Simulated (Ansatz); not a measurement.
This geometry of CH₅FSi₂ (9 atoms, charge 0, multiplicity 1) is a first-order saddle point.

Theory: RKS PBE/cc-pVDZ in Ansatz 0.2.0.

```xyz
9
Properties=species:S:1:pos:R:3
F 0.514 -0.067 -2.364
Si 0.799 0.595 -0.862
C -0.399 1.060 0.303
Si -0.716 -0.677 0.771
H 2.264 0.934 -0.980
H -0.619 2.001 0.817
H -2.023 -1.396 0.487
H 0.353 -1.254 -0.260
H -0.173 -1.195 2.087
```

(1) Which two structures does it join? (They come from a converged band through this point; their orientation in space is the band's.)

(2) How far does it lie above each of them?

Results:

(1) No bond is made or broken. The dihedral F1–Si2–C3–Si4 goes from 0 to 180°.

Initial state:

```xyz
9
Properties=species:S:1:pos:R:3
F 1.553 -0.341 -2.047
Si 1.148 0.867 -0.993
C 0.020 0.667 0.285
Si -0.927 -0.883 0.716
H 1.929 2.086 -1.373
H -0.129 1.581 0.890
H -2.420 -0.660 0.616
H -0.539 -1.993 -0.227
H -0.636 -1.324 2.134
```

Final state:

```xyz
9
Properties=species:S:1:pos:R:3
F 2.011 2.009 -1.523
Si 1.117 0.709 -1.022
C 0.018 0.732 0.296
Si -0.917 -0.822 0.734
H 1.438 -0.452 -1.906
H -0.129 1.660 0.873
H -2.414 -0.632 0.628
H -0.508 -1.919 -0.224
H -0.617 -1.285 2.143
```

(2) 0.84 eV above the first and 0.88 eV above the second. This is the barrier of this one path; another mechanism may lie lower.

Run time: 6.4 min on 1 thread of Arm Neoverse V1, on a shared host, peak memory 0.27 GiB.
